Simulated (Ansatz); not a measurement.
Reaction (ligand exchange at the Si–O bond): `[AlH2][BH]O[SiH3]` + `CC(=N)Cl` → `C/C(Cl)=N\[SiH3]` + `O[BH][AlH2]`

Calculated with Ansatz (gas phase, PBE0-D4/def2-TZVP geometries, no zero-point term in ΔE). CCSD(T)/CBS is the MP2 limit (def2-TZVPP, def2-QZVPP) plus CCSD(T) − MP2 in def2-TZVPP, frozen cores. DFT in def2-TZVPP. Each species was taken in one conformer, which may not be the lowest.

| level | ΔE (kJ/mol) |
| --- | --- |
| BLYP-D4 | 43.7 |
| PBE0-D4 | 42.1 |
| ωB97X-V | 48.5 |
| revPBE | 42.5 |

What does CCSD(T)/CBS give? (An estimate is asked.)

Computed: +50.3 kJ/mol. The listed levels differ from it by -6.6, -8.2, -1.8, -7.8 kJ/mol.

Largest T1 diagnostic among the species: 0.014.

The D4 term adds −3.2 kJ/mol with B3LYP and −1.9 kJ/mol with PBE0; it sums over pairs of atoms, weighted by their polarisabilities, and B3LYP, whose exchange is more repulsive, gets the larger term. From BLYP to BHLYP (50 % exact exchange), in def2-TZVPP and without D4, ΔE moves by +5.5 kJ/mol. In def2-TZVPP, CCSD(T) changes the Hartree–Fock value by −10.0 kJ/mol (the triples alone add −2.1 kJ/mol) and MP2 by −13.3 kJ/mol.

B3LYP here is the variant with VWN-RPA as its local correlation; programs differ in this.
